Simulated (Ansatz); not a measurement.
Basis-set extrapolation for C$_{3}$H$_{4}$ClFSi, SMILES `C#C[Si](C)(F)Cl` (PBE0-D4/def2-TZVP geometry, frozen core, Ansatz 0.2.0). Multiplicity 1, RHF reference.

```csv
,def2-TZVPP,def2-QZVPP
HF,-964.014211,-964.045807
MP2 correlation,-1.023781,-1.107817
CCSD(T) correlation,-1.108423,not run
```

Energies in hartree. Use E(X) = E(∞) + A·exp(−7.88·√X) for Hartree–Fock and E(X) = E(∞) + B·X^(−2.97) for correlation, with X = 3 and 4, and add CCSD(T) minus MP2 of the smaller set to the MP2 limit.

Task: What is the CCSD(T) energy at the basis-set limit?

Result: HF limit: -964.045807 + (-0.031596) × 0.13774 = -964.05016. MP2 limit: -1.107817 + (-0.084036) × 0.74074 = -1.17007. Higher-order term: -1.108423 − (-1.023781) = -0.08464. Total: -965.30487 hartree, 478.5 kJ/mol below CCSD(T)/def2-TZVPP.
